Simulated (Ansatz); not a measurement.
C2H7ClOSi, SMILES `C[Si](C)(O)Cl` at its PBE0-D4/def2-TZVP geometry, where that method's forces vanish. The species carries charge 0 and has multiplicity 1.

```xyz
12

C    -0.5108    1.0515    1.1084
Si    0.4376   -0.1501    0.0589
C    -0.6107   -1.0742   -1.1509
O     1.6191    0.5856   -0.8111
Cl    1.3208   -1.5042    1.3608
H    -1.2867    0.5374    1.6803
H     0.1472    1.5585    1.8180
H    -0.9881    1.8089    0.4809
H    -1.4098   -1.6148   -0.6395
H    -0.0069   -1.7944   -1.7062
H    -1.0635   -0.3818   -1.8654
H     2.3518    0.9775   -0.3342
```

What forces (eV/Å) does r2SCAN-D4/def2-TZVPP give on these atoms in Ansatz? (An estimate is asked.)

Ansatz gave: 
```
C1  -0.007 -0.013 -0.020
Si2 -0.044  0.011  0.005
C3   0.008  0.022  0.016
O4   0.011  0.014 -0.058
Cl5  0.031 -0.058  0.051
H6   0.008  0.025 -0.002
H7  -0.020 -0.003 -0.010
H8   0.001 -0.004  0.025
H9   0.010  0.005 -0.026
H10 -0.022  0.010  0.004
H11  0.000 -0.024  0.004
H12  0.024  0.015  0.011
```
